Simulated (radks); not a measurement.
The numbers below are computed, except where a source is named.
Problem. Species: the fluorine ion F+. Configuration: [He] 2s2 2p4. Code: a radial shooting solver on a logarithmic mesh with Libxc functionals. Model: non-relativistic Kohn-Sham, LDA (Slater exchange, VWN5 correlation), spin-unpolarised, spherical densities, point nucleus; hard spherical wall at 2.5 bohr. Some entries of the table are withheld. Estimate them.

orbital  occ.  eigenvalue (hartree)  <1/r> (bohr^-1)
1s          2             -24.69403            8.569
2s          2                   (1)            1.531
2p          4              -0.85544              (2)
3d          0               1.35186              (3)
3s          0               1.40169              (4)
3p          0                   (5)              (6)

Solution. 
(1) 2s eigenvalue (hartree): -1.56116
(2) 2p <1/r> (bohr^-1): 1.434
(3) 3d <1/r> (bohr^-1): 0.7360
(4) 3s <1/r> (bohr^-1): 1.111
(5) 3p eigenvalue (hartree): 1.59574
(6) 3p <1/r> (bohr^-1): 1.089
